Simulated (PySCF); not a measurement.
Compound: (F)1Al(OSiH2)2O.
Bonds: Al1–F2, Al1–O3, Al1–O7, O3–Si4, Si4–O5, O5–Si6, Si6–O7. Hydrogens: H8, H9 on Si4; H10, H11 on Si6.

Definitions: NICS(0) = −σiso at the ring centroid; NICS(1) = −σiso and NICS(1)zz = −σzz at ±1 Å along the ring normal z. Level: GIAO B3LYP/pcSseg-1 (pcSseg-2 on Al) (PySCF, non-relativistic, gas phase) on the PBE0-D3(BJ)/def2-SVP geometry, one conformer.

Ring bond lengths (Å): Al1–O3 1.699, O3–Si4 1.661, Si4–O5 1.665, O5–Si6 1.664, Si6–O7 1.662, O7–Al1 1.699.

Problem. Give the NICS values of each ring in ppm.

Solution. 
```json
{"ring": "Al1–O3–Si4–O5–Si6–O7", "type": "6-membered ring with Al, 3 O and 2 Si", "NICS(0)": "-3.0", "NICS(1), two faces": "-0.7 / -0.6", "NICS(1)zz, two faces": "2.6 / 2.5", "rms pucker (Å)": "0.01", "centre to ring atoms, mean (Å)": "1.67"}
```

Problem. What do they say, and how far can they be read as aromaticity?

Solution. 
- Al1–O3–Si4–O5–Si6–O7: mean NICS(1)zz 2.6 ppm, near zero. Si4, Si6 have four or more neighbours, so the value isn't read as a sign of a π ring current.

Problem. What is the mean of the two in-plane components of NICS at the first NICS(1) probe listed for ring Al1–O3–Si4–O5–Si6–O7, 1 Å off the ring?

Solution. The isotropic value is a third of the trace: (3 × -0.7 − (2.6))/2 = -2.3 ppm.

Problem. List the ring angles.

Solution. 
- Al1–O3–Si4–O5–Si6–O7: Al1 114.7°, O3 126.6°, Si4 107.7°, O5 136.6°, Si6 107.7°, O7 126.6°; sum 720.0° against 720° for a flat convex ring.

Problem. What are the shieldings of the ring atoms and their hydrogens in the same run (means over atoms taken as equivalent)?

Solution. 
```tsv
atoms	environment	σ isotropic (ppm)	principal values of the symmetric part, first atom (ppm)
Al1	aluminium bonded to F and 2 O	479.5	415.5, 500.3, 522.7
O3 (×2)	oxygen bonded to Al and Si	249.3	189.5, 230.9, 327.6
Si4 (×2)	silicon bonded to 2 O and 2 H	372.2	352.9, 376.4, 387.3
O5	oxygen bonded to 2 Si	230.2	150.4, 209.3, 331.0
H8 (×4)	hydrogen on silicon	26.28	23.1, 23.7, 32.0
```

Problem. How do the values depend on the level or the medium?

Solution. 
```tsv
level	NICS(0), Al1–O3–Si4–O5–Si6–O7	mean NICS(1)zz, Al1–O3–Si4–O5–Si6–O7
B3LYP/pcSseg-1 (pcSseg-2 on Al), gas	-3.0	2.6
PBE/pcSseg-1 (pcSseg-2 on Al), gas	-3.2	2.7
PBE0/pcSseg-1 (pcSseg-2 on Al), gas	-3.1	2.6
```

The geometry is the same throughout.

Hardware: an AMD EPYC 9R45 with one thread, shared host with 96 logical CPUs at a one-minute load of 51. Cost: 10 s, 1.0 GiB resident at most. This is the whole shielding run at B3LYP/pcSseg-1 (pcSseg-2 on Al), SCF included.
